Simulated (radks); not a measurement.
The numbers below are computed, except where a source is named.
Q: Ionisation of the calcium ion Ca+, [Ar] 4s1, to Ca2+, [Ar], under several functionals. Scalar-relativistic Kohn-Sham, spin-polarised, spherical densities, point nucleus; open shells are filled with parallel spins first; a radial shooting solver on a logarithmic mesh with Libxc functionals. The NIST Atomic Spectra Database gives 11.872 eV (measured). Rank these functionals by the error of their Delta-SCF ionisation energy: XLYP; LDA (Slater exchange, Perdew-Zunger correlation); B86b exchange with PBE correlation; LDA (Slater exchange, Perdew-Wang correlation); revPBE; PW91; LDA (Slater exchange, VWN5 correlation).

A: From best to worst: revPBE 11.945 eV (+0.074); B86b exchange with PBE correlation 12.051 eV (+0.179); PW91 12.078 eV (+0.207); LDA (Slater exchange, Perdew-Zunger correlation) 12.158 eV (+0.286); LDA (Slater exchange, Perdew-Wang correlation) 12.162 eV (+0.290); LDA (Slater exchange, VWN5 correlation) 12.165 eV (+0.294); XLYP 12.167 eV (+0.295).
